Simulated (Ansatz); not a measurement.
`CC[Si]O` + HCl → `CC[Si]Cl` + H₂O at 700 K and 1 bar (ligand exchange at the Si–O bond).

Calculated with Ansatz (gas phase, PBE0-D4/def2-TZVP geometries, no zero-point term in ΔE). CCSD(T)/CBS adds triple-zeta CCSD(T) − MP2 to the extrapolated MP2 energy (def2 sets, frozen cores). This one scheme is used for every species. Each species was taken in one conformer, which may not be the lowest.

| species | CCSD(T)/CBS energy (Eh) | H − E (kJ/mol) | S (J/(mol·K)) |
| --- | --- | --- | --- |
| `CC[Si]O` | -443.97447 | 274.2 | 417.9 |
| HCl | -460.38127 | 38.4 | 211.8 |
| `CC[Si]Cl` | -827.97738 | 236.8 | 429.4 |
| H₂O | -76.37941 | 80.5 | 218.4 |

H − E and S are ideal-gas, rigid-rotor, harmonic terms from PBE0-D4/def2-TZVP, for one conformer and one mirror image of each species. 1 Eh = 2625.50 kJ/mol, R = 8.31446 J/(mol·K).

Q: By hand: ΔE, ΔH, ΔS and ΔG.

A: ΔE = (-827.97738) + (-76.37941) − (-443.97447) − (-460.38127) = -0.00105 Eh = -2.8 kJ/mol. Δ(H − E) = 236.8 + 80.5 − 274.2 − 38.4 = 4.7, so ΔH = 1.9 kJ/mol. ΔS = 429.4 + 218.4 − 417.9 − 211.8 = 18.1 J/(mol·K). ΔG = 1.9 − 700 × (18.1)/1000 = -10.8 kJ/mol.

Q: By hand: the equilibrium constant, and the temperature at which ΔG would vanish if ΔH and ΔS stayed fixed.

A: log₁₀ K = −ΔG/(RT ln 10) = 0.8. ΔG = 0 at ΔH/ΔS = 105 K, though so small a ΔH makes that figure unsure.

TΔS isn't small against ΔH here. A doubt of 5 kJ/mol in ΔE shifts log₁₀ K by 0.4 here. Other conformers and mirror images would add mixing entropy, several J/(mol·K) or more a flexible species. Modes under 60 cm⁻¹, often nearly free rotors, make the harmonic entropy too high. These are equilibria of isolated gas molecules and say nothing of rates. Largest T1 diagnostic: 0.013 (customary marks: 0.02 for closed shells, 0.045 for open ones).
